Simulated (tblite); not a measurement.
Species: C6H8NSi (doublet state).
Numbering: `[CH2:1]=[CH:2][C:3]1=[N:4][CH2:5][C:6]([SiH3:7])=[C:8]1` (hydrogens: H9, H10 on C1; H11 on C2; H12, H13 on C5; H14, H15, H16 on Si7)

The geometry is computed with GFN2-xTB (gas phase). This method treats the open shell by occupation alone, without spin polarisation.

Give the optimised bond lengths and angles.

| bond | length (bohr) | order |
| --- | --- | --- |
| C1=C2 | 2.509 | double |
| C2–C3 | 2.729 | single |
| C3=N4 | 2.439 | double |
| N4–C5 | 2.733 | single |
| C5–C6 | 2.851 | single |
| C6–Si7 | 3.534 | single |
| C6=C8 | 2.528 | double |
| C3–C8 | 2.735 | single |
| C1–H9 | 2.034 | single |
| C1–H10 | 2.038 | single |
| C2–H11 | 2.042 | single |
| C5–H12, C5–H13 | 2.065 | single |
| Si7–H14, Si7–H15, Si7–H16 | 2.768 | single |

Bonds in one row agree within 0.02 bohr and their mean is given. Orders are formal, as drawn. A selection of angles:
| angle | degrees |
| --- | --- |
| C2–C1–H9 | 122.2 |
| C2–C1–H10 | 120.8 |
| H9–C1–H10 | 117.0 |
| C1–C2–C3 | 122.3 |
| C1–C2–H11 | 122.1 |
| C3–C2–H11 | 115.5 |
| C2–C3–N4 | 124.1 |
| C2–C3–C8 | 126.0 |
| N4–C3–C8 | 109.9 |
| C3–N4–C5 | 108.7 |
| N4–C5–C6 | 106.3 |
| N4–C5–H12 | 109.1 |
| C6–C5–H12 | 112.2 |
| H12–C5–H13 | 107.8 |
| C5–C6–Si7 | 125.3 |
| C5–C6–C8 | 104.1 |
| Si7–C6–C8 | 130.6 |
| C6–Si7–H14 | 109.3 |
| C6–Si7–H16 | 107.6 |
| H14–Si7–H15 | 110.4 |
| C3–C8–C6 | 111.0 |

Torsions: C1–C2–C3–N4 180° (antiperiplanar); C2–C3–N4–C5 180° (antiperiplanar); C3–N4–C5–C6 0° (synperiplanar); N4–C5–C6–Si7 180° (antiperiplanar); C5–C6–C8–C3 0° (synperiplanar); C2–C3–C8–C6 180° (antiperiplanar).

The 8 heavy atoms lie in one plane (0.000 Å rms). The 5-membered ring C3–N4–C5–C6–C8 has internal angles of 104.1° to 111.0° (sum 540°, against 540° for a flat polygon); it is planar, 0.00 Å rms from its mean plane, widest ring torsion 0°. Of the pairs four or more bonds apart, C8···H10 is among the closest relative to their van der Waals radii: 2.68 Å, 92 % of the sum of Bondi's values. C6 (carbon bonded to 2 C and Si) is planar (angles 130.6°, 125.3° and 104.1°, sum 360.0°, 0.00 Å off the plane of its three neighbours). C8 (carbon bonded to 2 C) is bent (angle 111.0°). The C–N distances run from 1.291 Å (C3=N4, drawn double) to 1.446 Å (N4–C5, drawn single), a spread of 0.155 Å. C3 (carbon bonded to 2 C and N) is planar (angles 126.0°, 124.1° and 109.9°, sum 360.0°, 0.00 Å off the plane of its three neighbours).

Point group: Cs (tolerance 0.08 Å). GFN2-xTB frequencies show an imaginary mode (52i cm⁻¹), so the point is no minimum at that level.

One conformer stands for the species.
